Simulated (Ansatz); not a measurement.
fac-CrCl3(PH3)3 (CrP₃H₉Cl₃), relaxed as a quartet with UKS PBE-D4/def2-SVP in Ansatz, starting from the GFN2-xTB geometry. Force threshold 0.03 eV/Å.

Start:

```csv
atom,x (Å),y (Å),z (Å)
Cr1,-0.679,0.119,-0.027
Cl2,-1.582,0.852,-1.983
P3,0.115,-1.074,1.833
H4,1.239,-0.821,2.632
H5,0.359,-2.427,1.695
H6,-0.766,-1.178,2.891
Cl7,-2.074,-1.637,0.367
P8,0.640,2.066,0.010
H9,-0.016,3.210,-0.398
H10,1.825,2.351,-0.682
H11,1.079,2.559,1.223
Cl12,-1.634,1.626,1.382
P13,0.227,-1.134,-1.797
H14,-0.708,-1.829,-2.537
H15,1.149,-2.189,-1.744
H16,0.827,-0.492,-2.862
```

| step | energy (eV) | largest force component (eV/Å) | SCF passes |
| --- | --- | --- | --- |
| 1 | -93947.8730 | 0.948 | 22 |
| 2 | -93948.4619 | 0.332 | 26 |
| 3 | -93948.5390 | 0.181 | 22 |
| 4 | -93948.5885 | 0.082 | 20 |
| 5 | -93948.5962 | 0.121 | 20 |
| 6 | -93948.5994 | 0.115 | 20 |
| 7 | -93948.6022 | 0.004 | 22 |

Force components are those of the run's own axes.

End:

```xyz
16

Cr   -0.930    0.141   -0.035
Cl   -1.685    1.227   -1.911
P     0.114   -0.973    1.823
H     1.071   -0.308    2.661
H     0.823   -2.211    1.660
H    -0.824   -1.372    2.814
Cl   -2.211   -1.763    0.017
P     0.632    1.969   -0.075
H    -0.013    3.235   -0.154
H     1.584    2.126   -1.139
H     1.520    2.228    1.023
Cl   -1.795    1.399    1.679
P     0.222   -1.143   -1.711
H    -0.655   -1.636   -2.717
H     0.914   -2.359   -1.388
H     1.232   -0.559   -2.548
```

By distances, no bond broke or formed. The bond that changes most is Cr1–P3, from 2.35 to 2.41 Å (atoms count from 1).

No frequencies were taken in this run, so the end may be a saddle point.

Run time 35 s (4 threads of Arm Neoverse V1 on a shared host).
